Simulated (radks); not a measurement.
Values are calculated unless marked as measured or tabulated.
Effect of the nuclear size on the copper ion Cu+, [Ar] 3d10. Code: a radial shooting solver on a logarithmic mesh with Libxc functionals. Model: Dirac Kohn-Sham, LDA (Slater exchange, Perdew-Wang correlation), spin-unpolarised, spherical densities, finite nucleus; Fermi nuclear charge, rms radius 3.8823 fm. The rms radius is varied about that value; shifts are against it.

| rms radius (fm) | total energy shift (eV) | density at nucleus (e/bohr^3) | 1s1/2 shift (meV) | 2s1/2 shift (meV) | 3s1/2 shift (meV) |
|---|---|---|---|---|---|
| 3.3543 | -0.0494 | 2.224e+04 | -21.0 | -1.99 | -0.301 |
| 3.5911 | -0.0281 | 2.216e+04 | -12.0 | -1.13 | -0.171 |
| 3.8823 | 0 | 2.207e+04 | 0.000 | 0.000 | 0.000 |
| 4.1385 | 0.0264 | 2.2e+04 | 11.3 | 1.07 | 0.161 |
| 4.4142 | 0.0567 | 2.192e+04 | 24.1 | 2.29 | 0.346 |

Slopes of the eigenvalues against <r^2> in GHz/fm^2, as finite differences over the two radii next to the reference (eigenvalue slopes, not the field-shift constants of lines): 1s1/2 1330, 2s1/2 126, 3s1/2 19.0.
